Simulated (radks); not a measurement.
Question: All-electron atom: the ytterbium ion Yb37+ in [Ar] 3d10 4s2 4p3. All-electron calculation, scalar-relativistic Kohn-Sham, PBEsol, spin-polarised, spherical densities, finite nucleus; open shells are filled with parallel spins first (spin-orbit coupling, left out, can overturn this in heavy ions); Fermi nuclear charge, rms radius 5.3108 fm. Program: a radial shooting solver on a logarithmic mesh with Libxc functionals. Some entries of the table are withheld. Estimate them.

orbital,occ.,eigenvalue (Ry),<r^2> (bohr^2)
1s up,1,-4617.626,0.0005303
1s down,1,-4617.423,0.0005303
2s up,1,-880.3705,0.008195
2s down,1,-880.2539,0.008194
2p up,3,-790.3875,0.006694
2p down,3,-790.2124,0.006695
3s up,1,-285.1058,0.05224
3s down,1,-284.9166,0.05217
3p up,3,(1),(2)
3p down,3,(3),(4)
3d up,5,-225.5854,0.04290
3d down,5,-225.3861,0.04282
4s up,1,-133.2281,0.2100
4s down,1,-132.2022,0.2100
4p up,3,-123.0117,0.2218
4p down,0,-121.9907,0.2221

Answer: 
(1) 3p up eigenvalue (Ry): -257.8971
(2) 3p up <r^2> (bohr^2): 0.05229
(3) 3p down eigenvalue (Ry): -257.6833
(4) 3p down <r^2> (bohr^2): 0.05221
